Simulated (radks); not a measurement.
Results of a calculation; reference values are marked as such.
Effect of the nuclear size on neutral argon, [Ar]. Level of theory: Dirac Kohn-Sham, relativistic LDA (MacDonald-Vosko exchange, VWN5 correlation), spin-unpolarised, spherical densities, finite nucleus; Fermi nuclear charge, rms radius 3.4274 fm (a radial shooting solver on a logarithmic mesh with Libxc functionals). The rms radius is varied about that value; shifts are against it.

| rms radius (fm) | total energy shift (eV) | density at nucleus (e/bohr^3) | 1s1/2 shift (meV) | 2s1/2 shift (meV) |
|---|---|---|---|---|
| 3.0847 | -0.00350 | 4301 | -1.47 | -0.111 |
| 3.2903 | -0.00144 | 4296 | -0.607 | -0.046 |
| 3.4274 | 0 | 4292 | 0.000 | 0.000 |
| 3.6228 | 0.00215 | 4287 | 0.907 | 0.069 |
| 3.8593 | 0.00492 | 4281 | 2.07 | 0.157 |

Slopes of the eigenvalues against <r^2> in GHz/fm^2, as finite differences over the two radii next to the reference (eigenvalue slopes, not the field-shift constants of lines): 1s1/2 159, 2s1/2 12.0.
